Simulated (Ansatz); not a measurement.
Cost and result up the ladder for Li12F12 (started as a model of: (LiF)12 cage of four- and six-membered rings) (24 atoms). Charge 0, multiplicity 1. Geometry: r2SCAN-D4/def2-SVP.

Cartesian coordinates in Å:
```
Li 2.147 -1.347 2.351
F 1.695 -2.294 0.897
Li 2.924 -1.250 0.065
F 3.301 -0.240 1.486
Li 2.057 1.008 1.834
F 1.148 -0.030 3.013
Li -0.533 -0.201 2.608
F -1.111 -1.609 1.636
Li -0.004 -2.164 0.340
F -0.453 -1.611 -1.354
Li 0.828 -0.663 -2.190
F 2.391 -0.419 -1.359
Li 1.761 1.261 -1.110
F 1.126 1.766 0.497
F 0.616 1.114 -2.474
Li -0.696 2.002 0.552
F -1.553 0.994 1.761
Li -2.383 -0.472 1.109
F -3.164 -0.436 -0.443
Li -2.093 -1.016 -1.788
Li -1.019 1.690 -2.495
F -1.679 2.297 -0.918
Li -3.014 1.147 -1.246
F -2.292 0.472 -2.772
```

Ansatz on 4 threads of Intel Xeon Platinum 8488C on a shared host. Times are rough, and most runs start from the orbitals of an earlier one. PBE0-D4/def2-TZVP serves as the yardstick here, not as an exact answer. Differences are given only for rows in sets of like size (and for xTB, whose basis is part of the method), since another set adds its own error. Binding counts from free atoms at the same level (Li doublet, F doublet; other spins of the atoms weren't run), without zero-point energy or a counterpoise term.

Correlated methods freeze 12 core orbitals; core or outer-core shells of Li are correlated, in sets that lack core-valence functions. The rows differ in basis, and correlated rows in double-zeta sets carry the largest basis error.

Correlated methods converge slowly with the basis, most of all in double-zeta sets.

```json
{"level": "RPA@PBE/def2-SVP", "functions": "276", "binding energy per atom (eV)": "3.71", "difference from PBE0-D4/def2-TZVP (eV)": "–"}
{"level": "r2SCAN-D4/def2-TZVP (with forces)", "functions": "540", "binding energy per atom (eV)": "4.05", "difference from PBE0-D4/def2-TZVP (eV)": "0.09"}
{"level": "PBE-D4/def2-SVP", "functions": "276", "binding energy per atom (eV)": "4.30", "difference from PBE0-D4/def2-TZVP (eV)": "–"}
{"level": "PBE-D4/def2-TZVP (with forces)", "functions": "540", "binding energy per atom (eV)": "4.09", "difference from PBE0-D4/def2-TZVP (eV)": "0.12"}
{"level": "PBE0-D4/def2-TZVP", "functions": "540", "binding energy per atom (eV)": "3.97", "difference from PBE0-D4/def2-TZVP (eV)": "0.00"}
{"level": "MP2/def2-SVP", "functions": "276", "binding energy per atom (eV)": "4.18", "difference from PBE0-D4/def2-TZVP (eV)": "–"}
{"level": "PBE0-D4/def2-SVP", "functions": "276", "binding energy per atom (eV)": "4.16", "difference from PBE0-D4/def2-TZVP (eV)": "–"}
```

Problem. Estimate how long each takes.

Solution. PBE-D4/def2-SVP 6.5 s; PBE0-D4/def2-SVP 9.5 s; MP2/def2-SVP 11 s; PBE-D4/def2-TZVP (with forces) 12 s; RPA@PBE/def2-SVP 17 s; r2SCAN-D4/def2-TZVP (with forces) 19 s; PBE0-D4/def2-TZVP 25 s. On shared hardware such times vary by a factor of up to 3.
